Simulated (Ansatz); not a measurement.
A made-up structure of Si2IF, closed shell:

```
4
angstrom
F 1.3428 0.3593 1.5372
Si -0.5948 1.1195 -1.4550
Si -1.5546 -0.4912 0.2193
I 0.8871 -0.7855 -0.0255
```

It is relaxed with PBE-D4/def2-SVP and then PBE0-D4/def2-TZVP (Ansatz 0.2.0). Atoms count as bonded within 1.22 times the sum of their covalent radii (H–H: 0.88 Å). The end point is not checked to be a true minimum.

Question: Does its bonding change? (Judge from chemistry; the calculation decides.)

Answer: Computed: No: no bond forms or breaks.

Where it ends: The first stage lowers the energy by 0.52 eV in 6 steps. It ends as Si₂IF ([F][I]1[Si][Si]1):
F1  (1.598, 0.348, 1.616)
Si2  (-0.593, 0.961, -1.378)
Si3  (-1.710, -0.503, 0.042)
I4  (0.785, -0.604, -0.004)
(Å)

Labels in which every atom is bracketed show which atoms are joined, not bond orders.

For scale, one of the runs: PBE0-D4/def2-TZVP relaxation, 155 basis functions, launched by `ansatz run in.yaml --threads 2 --pin off --events-out ev --progress --plain --max-ram 4352MiB`. Hardware: 2 CPU threads of an Arm Neoverse V1, shared host. Wall time about 27 s.
